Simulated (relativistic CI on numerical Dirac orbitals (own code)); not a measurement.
A reference radial Dirac CI calculation of Zn III gave the lowest total energy -1792.42651 Ha in 24 SCF steps, from this input:

```
atom Zn  Z=30  charge=2  electrons=28
nucleus A=64  rms_radius_fm=3.9283
hamiltonian dirac-coulomb  breit=on  qed=on  c_scale=1
orbitals kli  potential=per-configuration
slater_scale 1
correlation none
mixing on
grid step=0.0125 r_max=49.7
scf mixing=0.4 start=green max_iterations=150 tolerance=2e-08 node_fill=0.05
configurations
  [Ar] 3d10
  [Ar] 3d9 4s
end
```

One setting was then changed, and the output read:

```
SCF 1: [Ar] 3d10
 iter      energy (Ha)   residual   last orbital (Ha)
    1     -1773.325257   2.15e+00     -4.65430
    2     -1786.772586   5.53e-01     -2.22205
    3     -1787.439191   1.14e-01     -1.51303
    4     -1787.498369   1.77e-01     -1.68890
    5     -1787.575076   1.92e-02     -1.52274
    6     -1787.575292   2.31e-03     -1.50742
    7     -1787.575096   1.56e-03     -1.50341
    8     -1787.575207   1.35e-04     -1.50501
    9     -1787.575202   6.27e-05     -1.50493
   10     -1787.575199   4.16e-07     -1.50487
   11     -1787.575199   1.88e-07     -1.50487
   12     -1787.575199   9.82e-09     -1.50487
SCF 2: [Ar] 3d9 4s
 iter      energy (Ha)   residual   last orbital (Ha)
    1     -1775.712918   2.04e+00     -1.84620
    2     -1786.474984   5.61e-01     -1.32568
    3     -1787.150712   1.07e-01     -1.11728
    4     -1787.217101   1.46e-01     -1.10738
    5     -1787.256070   2.12e-02     -1.06166
    6     -1787.255298   5.71e-03     -1.05513
    7     -1787.255692   1.90e-03     -1.05517
    8     -1787.255842   8.68e-05     -1.05548
    9     -1787.255842   7.76e-05     -1.05548
   10     -1787.255838   2.88e-06     -1.05545
   11     -1787.255838   1.25e-07     -1.05545
   12     -1787.255838   2.09e-09     -1.05545
orbital energies (Ha): 2s -43.2115  2p1/2 -38.1807  2p3/2 -37.6258  3s -5.8535  3p1/2 -4.2542  3p3/2 -4.1845  3d3/2 -1.5134  3d5/2 -1.5049
configuration averages (Ha): Dirac-Coulomb, Breit, QED
  3d10                         -1787.575199    0.484220    0.475132
  3d9 4s                       -1787.255838    0.484640    0.475543
levels: no., configuration, term, J, E (cm-1), weight
   1 3d10                   1S   0                0.0  1.00
   2 3d9 4s                 3D   3            68355.7  1.00
   3 3d9 4s                 3D   2            69249.3  0.97
   4 3d9 4s                 3D   1            70098.7  1.00
   5 3d9 4s                 1D   2            74087.2  0.97
lowest total energy -1786.615847 Ha
end: converged
```

Question: Which setting was changed?
A. charge
B. end of the grid
C. speed of light
D. Slater scale

Answer: C. The speed of light × 1.25.
